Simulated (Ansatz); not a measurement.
One change: `[SiH3][Ge]([Cl])([Cl])[Cl]` becomes `[CH3][Ge]([SiH3])([Cl])[Cl]`.

Ansatz, PBE0-D4/def2-TZVP geometries, multiplicity 1. 

Scalar relativity is left out up to krypton.

```csv
property,`[SiH3][Ge]([Cl])([Cl])[Cl]`
HOMO–LUMO gap (B3LYP/def2-TZVPP) / eV,6.68
"ideal-gas entropy at 298 K and 1 bar (rigid rotor, harmonic PBE0-D4/def2-TZVP) / J/(mol·K)",394
LUMO energy (ωB97M-V/def2-TZVPP) / eV,0.43
size of the dipole moment (ωB97M-V/def2-TZVPP) / D,2.92
HOMO energy (PBE/def2-TZVPP) / eV,-7.47
zero-point energy (PBE0-D4/def2-TZVP) / kJ/mol,76.9
```

(1) Give the same properties after the change, and the shifts. (An estimate is asked.)

Answers

(1) Ansatz gave: 
```json
{"property": "HOMO–LUMO gap (B3LYP/def2-TZVPP) / eV", "`[CH3][Ge]([SiH3])([Cl])[Cl]`": "6.94", "shift": "0.26"}
{"property": "ideal-gas entropy at 298 K and 1 bar (rigid rotor, harmonic PBE0-D4/def2-TZVP) / J/(mol·K)", "`[CH3][Ge]([SiH3])([Cl])[Cl]`": "410", "shift": "16"}
{"property": "LUMO energy (ωB97M-V/def2-TZVPP) / eV", "`[CH3][Ge]([SiH3])([Cl])[Cl]`": "1.18", "shift": "0.75"}
{"property": "size of the dipole moment (ωB97M-V/def2-TZVPP) / D", "`[CH3][Ge]([SiH3])([Cl])[Cl]`": "2.92", "shift": "0.00"}
{"property": "HOMO energy (PBE/def2-TZVPP) / eV", "`[CH3][Ge]([SiH3])([Cl])[Cl]`": "-6.89", "shift": "0.58"}
{"property": "zero-point energy (PBE0-D4/def2-TZVP) / kJ/mol", "`[CH3][Ge]([SiH3])([Cl])[Cl]`": "169.4", "shift": "92.5"}
```

With PBE0 the HOMO rises by 0.59 eV and the LUMO rises by 0.81 eV, so the gap widens by about 0.22 eV. PBE moves the HOMO by 0.58 eV and ωB97M-V by 0.55 eV. The zero-point energy changes by 92.5 kJ/mol with +9 modes. Dipoles are sizes alone; their direction can turn.

B3LYP here is the variant with VWN-RPA as its local correlation; programs differ in this.
